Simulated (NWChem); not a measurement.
Everything below was run with NWChem. System: F2Ge, charge 1, spin multiplicity 2, at the geometry of a parent with another charge or spin, in a state set for the comparison that need not be this species' ground state. Its SCF solution wasn't tested for a lower state. Level: UHF/cc-pVTZ.

The NWChem input:

```
start mol
memory heap 200 mb stack 900 mb global 1100 mb
charge 1
geometry units angstroms nocenter noautoz
  Ge     0.000000     0.000000    -0.416579
  F      1.320260     0.000000     0.740585
  F     -1.320260     0.000000     0.740585
  symmetry group C2v
end
basis spherical
  * library cc-pvtz
end
scf
  uhf
  nopen 1
  maxiter 100
  thresh 1e-7
  semidirect memsize 60000000 filesize 0
  # guess.movecs holds the orbitals of an unrestricted PBE0 run
  vectors input guess.movecs output mol.movecs
end
task scf energy
```

NWChem printed:

```
             Northwest Computational Chemistry Package (NWChem) 7.3.0
             --------------------------------------------------------

                                NWChem Input Module
                                -------------------

 Scaling coordinates for geometry "geometry" by  1.889725989
 (inverse scale =  0.529177249)

 Turning off AUTOSYM since
 SYMMETRY directive was detected!

                             Geometry "geometry" -> ""
                             -------------------------

 Output coordinates in angstroms (scale by  1.889725989 to convert to a.u.)

  No.       Tag          Charge          X              Y              Z
 ---- ---------------- ---------- -------------- -------------- --------------
    1 Ge                  32.0000     0.00000000     0.00000000    -0.41657900
    2 F                    9.0000     1.32026000     0.00000000     0.74058500
    3 F                    9.0000    -1.32026000     0.00000000     0.74058500

 Effective nuclear repulsion energy (a.u.)     189.8527136178

            Nuclear Dipole moment (a.u.)
            ----------------------------
        X                 Y               Z
 ---------------- ---------------- ----------------
     0.0000000000     0.0000000000     0.0000037795

      Symmetry information
      --------------------

 Group name             C2v
 Group number             16
 Group order               4
 No. of unique centers     2

      Symmetry unique atoms

     1    2


 Summary of "ao basis" -> "" (spherical)
 ------------------------------------------------------------------------------
       Tag                 Description            Shells   Functions and Types
 ---------------- ------------------------------  ------  ---------------------
 *                          cc-pvtz                   on all atoms

 Summary of "ao basis" -> "ao basis" (spherical)
 ------------------------------------------------------------------------------
       Tag                 Description            Shells   Functions and Types
 ---------------- ------------------------------  ------  ---------------------
 Ge                         cc-pvtz                 15       43   6s5p3d1f
 F                          cc-pvtz                 10       30   4s3p2d1f

                                 NWChem SCF Module
                                 -----------------

  ao basis        = "ao basis"
  functions       =   103
  atoms           =     3
  alpha electrons =    25
  beta  electrons =    24
  charge          =   1.00
  wavefunction    = UHF
  use symmetry    = T
  symmetry adapt  = T

 Summary of "ao basis" -> "ao basis" (spherical)
 ------------------------------------------------------------------------------
       Tag                 Description            Shells   Functions and Types
 ---------------- ------------------------------  ------  ---------------------
 Ge                         cc-pvtz                 15       43   6s5p3d1f
 F                          cc-pvtz                 10       30   4s3p2d1f

      Symmetry analysis of basis
      --------------------------

        a1         39
        a2         14
        b1         30
        b2         20

 Forming initial guess at       0.3s

   Symmetry analysis of molecular orbitals - initial alpha
   -------------------------------------------------------

  Numbering of irreducible representations:

     1 a1          2 a2          3 b1          4 b2

  Orbital symmetries:

     1 a1          2 a1          3 b2          4 a1          5 b1
     6 b1          7 a1          8 a1          9 b2         10 a1
    11 b1         12 b1         13 a1         14 b2         15 a2
    16 a1         17 a1         18 b1         19 a1         20 b1
    21 a1         22 b2         23 a2         24 b1         25 a1
    26 b2         27 b1         28 a1         29 a1         30 b2
    31 b1         32 a1         33 b2         34 a2         35 a1

   Symmetry analysis of molecular orbitals - initial beta
   ------------------------------------------------------

  Numbering of irreducible representations:

     1 a1          2 a2          3 b1          4 b2

  Orbital symmetries:

     1 a1          2 a1          3 b2          4 a1          5 b1
     6 b1          7 a1          8 a1          9 b2         10 b1
    11 a1         12 a1         13 b1         14 a2         15 b2
    16 a1         17 a1         18 b1         19 a1         20 b1
    21 b2         22 a1         23 a2         24 b1         25 a1
    26 b2         27 b1         28 a1         29 a1         30 b2
    31 b1         32 a1         33 a2         34 b2         35 a1

 Starting SCF solution at       0.3s

 ----------------------------------------------
         Quadratically convergent UHF

 Convergence threshold     :          1.000E-07
 Maximum no. of iterations :          100
 Integral*density screening:          1.000E-09
 ----------------------------------------------

              iter       energy          gnorm     gmax       time
             ----- ------------------- --------- --------- --------
                 1    -2274.0017302234  6.92D-01  1.15D-01     12.1
                 2    -2274.0335297431  1.56D-01  2.70D-02     12.1
                 3    -2274.0370506929  1.07D-02  4.13D-03     12.4
                 4    -2274.0371420957  2.53D-04  5.84D-05     13.0
                 5    -2274.0371421153  5.95D-08  1.99D-08     13.8

       Final UHF  results
       ------------------

         Total SCF energy =  -2274.037142115306
      One electron energy =  -3536.641082763717
      Two electron energy =   1072.751227030634
[...]
   20   -0.9634
   21   -0.9360
   22   -0.9210
   23   -0.8998
   24   -0.8910
   25   -0.8029
   26   -0.2743
   27   -0.1704
   28   -0.1188
   29   -0.0144
   30    0.0485
   31    0.1006
   32    0.1157
   33    0.1261
   34    0.1332
   35    0.1792

          Final beta eigenvalues
          ----------------------

              1
    1 -405.6620
    2  -52.5616
    3  -46.6519
    4  -46.6491
    5  -46.6481
    6  -26.5614
    7  -26.5614
    8   -7.6049
    9   -5.5857
   10   -5.5811
   11   -5.5757
   12   -2.0645
   13   -2.0635
   14   -2.0598
   15   -2.0578
   16   -2.0509
   17   -1.8133
   18   -1.7895
   19   -0.9924
   20   -0.9110
   21   -0.9011
   22   -0.8895
   23   -0.8816
   24   -0.8594
   25   -0.3727
   26   -0.2257
   27   -0.1188
   28   -0.0861
   29    0.0190
   30    0.0592
   31    0.1265
   32    0.1287
   33    0.1417
   34    0.1457
   35    0.2051

                    UHF Final Alpha Molecular Orbital Analysis
                    ------------------------------------------

 Vector   23  Occ=1.000000D+00  E=-8.998251D-01  Symmetry=a2
              MO Center=  4.7D-14, -4.8D-15,  7.1D-01, r^2= 2.2D+00
   Bfn.  Coefficient  Atom+Function         Bfn.  Coefficient  Atom+Function
  ----- ------------  ---------------      ----- ------------  ---------------
    52      0.335515  2 F  py                82     -0.335515  3 F  py
    49      0.269123  2 F  py                79     -0.269123  3 F  py
    55      0.234715  2 F  py                85     -0.234715  3 F  py

 Vector   24  Occ=1.000000D+00  E=-8.910266D-01  Symmetry=b1
              MO Center= -3.1D-15,  3.4D-15,  7.1D-01, r^2= 2.2D+00
   Bfn.  Coefficient  Atom+Function         Bfn.  Coefficient  Atom+Function
  ----- ------------  ---------------      ----- ------------  ---------------
    51      0.307115  2 F  px                81      0.307115  3 F  px
    48      0.247230  2 F  px                78      0.247230  3 F  px
    54      0.207633  2 F  px                84      0.207633  3 F  px
    53     -0.150174  2 F  pz                83      0.150174  3 F  pz

 Vector   25  Occ=1.000000D+00  E=-8.029372D-01  Symmetry=a1
              MO Center= -3.5D-16,  5.6D-15, -5.7D-01, r^2= 2.1D+00
   Bfn.  Coefficient  Atom+Function         Bfn.  Coefficient  Atom+Function
  ----- ------------  ---------------      ----- ------------  ---------------
     4      0.456028  1 Ge s                 15     -0.399793  1 Ge pz
     5      0.251315  1 Ge s                 53      0.182507  2 F  pz
    83      0.182507  3 F  pz                 6      0.151343  1 Ge s

 Vector   26  Occ=0.000000D+00  E=-2.743161D-01  Symmetry=b2
              MO Center= -1.6D-14,  2.5D-17, -5.9D-01, r^2= 2.6D+00
   Bfn.  Coefficient  Atom+Function         Bfn.  Coefficient  Atom+Function
  ----- ------------  ---------------      ----- ------------  ---------------
    14      0.615071  1 Ge py                20      0.407610  1 Ge py

 Vector   27  Occ=0.000000D+00  E=-1.703794D-01  Symmetry=b1
              MO Center=  1.1D-13, -1.7D-15, -8.5D-01, r^2= 3.2D+00
   Bfn.  Coefficient  Atom+Function         Bfn.  Coefficient  Atom+Function
  ----- ------------  ---------------      ----- ------------  ---------------
    19      0.619344  1 Ge px                13      0.372951  1 Ge px
    35      0.320083  1 Ge d  1

 Vector   28  Occ=0.000000D+00  E=-1.188388D-01  Symmetry=a1
              MO Center= -1.3D-14,  2.2D-14, -4.4D-01, r^2= 3.8D+00
   Bfn.  Coefficient  Atom+Function         Bfn.  Coefficient  Atom+Function
  ----- ------------  ---------------      ----- ------------  ---------------
    21      0.731858  1 Ge pz                34     -0.263724  1 Ge d  0
     4      0.261685  1 Ge s                 15      0.223983  1 Ge pz
    36     -0.192306  1 Ge d  2              47     -0.192538  2 F  s
    77     -0.192538  3 F  s                  5      0.178269  1 Ge s
     6      0.154809  1 Ge s

                     UHF Final Beta Molecular Orbital Analysis
                     -----------------------------------------

 Vector   22  Occ=1.000000D+00  E=-8.894768D-01  Symmetry=a2
              MO Center=  8.2D-14, -1.9D-15,  7.1D-01, r^2= 2.2D+00
   Bfn.  Coefficient  Atom+Function         Bfn.  Coefficient  Atom+Function
  ----- ------------  ---------------      ----- ------------  ---------------
    52      0.332972  2 F  py                82     -0.332972  3 F  py
    49      0.267070  2 F  py                79     -0.267070  3 F  py
    55      0.238355  2 F  py                85     -0.238355  3 F  py

 Vector   23  Occ=1.000000D+00  E=-8.815779D-01  Symmetry=b1
              MO Center=  8.5D-14,  1.1D-15,  7.0D-01, r^2= 2.2D+00
   Bfn.  Coefficient  Atom+Function         Bfn.  Coefficient  Atom+Function
  ----- ------------  ---------------      ----- ------------  ---------------
    51      0.276043  2 F  px                81      0.276043  3 F  px
    48      0.222790  2 F  px                78      0.222790  3 F  px
    53     -0.196743  2 F  pz                83      0.196743  3 F  pz
    54      0.192476  2 F  px                84      0.192476  3 F  px
    50     -0.157434  2 F  pz                80      0.157434  3 F  pz

 Vector   24  Occ=1.000000D+00  E=-8.594052D-01  Symmetry=b1
              MO Center= -1.3D-14, -1.3D-16,  5.9D-01, r^2= 2.3D+00
   Bfn.  Coefficient  Atom+Function         Bfn.  Coefficient  Atom+Function
  ----- ------------  ---------------      ----- ------------  ---------------
    13      0.282365  1 Ge px                53     -0.229322  2 F  pz
    83      0.229322  3 F  pz                50     -0.180531  2 F  pz
    80      0.180531  3 F  pz                51     -0.179404  2 F  px
    81     -0.179404  3 F  px                56     -0.159193  2 F  pz
    86      0.159193  3 F  pz

 Vector   25  Occ=0.000000D+00  E=-3.726764D-01  Symmetry=a1
              MO Center=  2.1D-15, -9.9D-16, -6.7D-01, r^2= 2.3D+00
   Bfn.  Coefficient  Atom+Function         Bfn.  Coefficient  Atom+Function
  ----- ------------  ---------------      ----- ------------  ---------------
     6      0.404591  1 Ge s                  4      0.388385  1 Ge s
    15     -0.287585  1 Ge pz                 5      0.193181  1 Ge s
    53      0.150994  2 F  pz                83      0.150994  3 F  pz

 Vector   26  Occ=0.000000D+00  E=-2.257319D-01  Symmetry=b2
              MO Center=  2.6D-15,  5.3D-13, -5.2D-01, r^2= 2.9D+00
   Bfn.  Coefficient  Atom+Function         Bfn.  Coefficient  Atom+Function
  ----- ------------  ---------------      ----- ------------  ---------------
    14      0.551716  1 Ge py                20      0.504688  1 Ge py

 Vector   27  Occ=0.000000D+00  E=-1.188057D-01  Symmetry=b1
              MO Center=  6.7D-14,  1.8D-14, -7.9D-01, r^2= 4.0D+00
   Bfn.  Coefficient  Atom+Function         Bfn.  Coefficient  Atom+Function
  ----- ------------  ---------------      ----- ------------  ---------------
    19      0.810167  1 Ge px                35      0.287381  1 Ge d  1
    13      0.196026  1 Ge px

 center of mass
 --------------
 x =   0.00000000 y =   0.00000000 z =  -0.04481990

 moments of inertia (a.u.)
 ------------------
         120.006559926236           0.000000000000           0.000000000000
           0.000000000000         356.524248296884           0.000000000000
           0.000000000000           0.000000000000         236.517688370648

  Mulliken analysis of the total density
  --------------------------------------

    Atom       Charge   Shell Charges
 -----------   ------   -------------------------------------------------------
    1 Ge  32    30.44   2.00  2.00  1.95  0.81  0.39  0.08  6.00  5.80  0.69  0.35  0.04  9.67  0.45  0.12  0.09
    2 F    9     9.28   1.95  1.08  0.27  0.64  1.51  2.45  1.36  0.00  0.01  0.00
    3 F    9     9.28   1.95  1.08  0.27  0.64  1.51  2.45  1.36  0.00  0.01  0.00

  Mulliken analysis of the alpha density
  --------------------------------------

    Atom       Charge   Shell Charges
 -----------   ------   -------------------------------------------------------
    1 Ge  32    15.54   1.00  1.00  0.98  0.52  0.25  0.08  3.00  2.90  0.43  0.19  0.03  4.83  0.23  0.06  0.05
    2 F    9     4.73   0.97  0.55  0.13  0.32  0.79  1.28  0.68  0.00  0.00  0.00
    3 F    9     4.73   0.97  0.55  0.13  0.32  0.79  1.28  0.68  0.00  0.00  0.00

   Mulliken analysis of the beta density
   -------------------------------------

    Atom       Charge   Shell Charges
 -----------   ------   -------------------------------------------------------
    1 Ge  32    14.90   1.00  1.00  0.98  0.29  0.14  0.00  3.00  2.90  0.26  0.16  0.02  4.84  0.22  0.06  0.05
    2 F    9     4.55   0.98  0.54  0.13  0.32  0.72  1.18  0.69  0.00  0.01  0.00
    3 F    9     4.55   0.98  0.54  0.13  0.32  0.72  1.18  0.69  0.00  0.01  0.00

   Mulliken analysis of the spin density
   -------------------------------------

    Atom       Charge   Shell Charges
 -----------   ------   -------------------------------------------------------
    1 Ge  32     0.64   0.00 -0.00  0.00  0.24  0.11  0.08  0.00 -0.00  0.17  0.03  0.01 -0.01  0.01 -0.00  0.00
    2 F    9     0.18  -0.00  0.01  0.00 -0.00  0.08  0.10 -0.01  0.00 -0.00  0.00
    3 F    9     0.18  -0.00  0.01  0.00 -0.00  0.08  0.10 -0.01  0.00 -0.00  0.00

       Multipole analysis of the density wrt the origin
       ------------------------------------------------

     L   x y z        total         alpha         beta         nuclear
     -   - - -        -----         -----         ----         -------
     0   0 0 0      1.000000    -25.000000    -24.000000     50.000000

     1   1 0 0     -0.000000      0.000000     -0.000000      0.000000
     1   0 1 0     -0.000000     -0.000000     -0.000000      0.000000
     1   0 0 1     -1.942013     -0.385920     -1.556097      0.000004

     2   2 0 0    -18.820038    -66.853823    -64.010345    112.044130
     2   1 1 0      0.000000      0.000000     -0.000000      0.000000
     2   1 0 1     -0.000000     -0.000000     -0.000000      0.000000
     2   0 2 0    -14.529084     -7.825379     -6.703705      0.000000
     2   0 1 1     -0.000000      0.000000     -0.000000      0.000000
     2   0 0 2    -15.456815    -37.824814    -32.717842     55.085840

 Task  times  cpu:       13.8s     wall:       13.8s

 Total times  cpu:       13.9s     wall:       13.9s
```
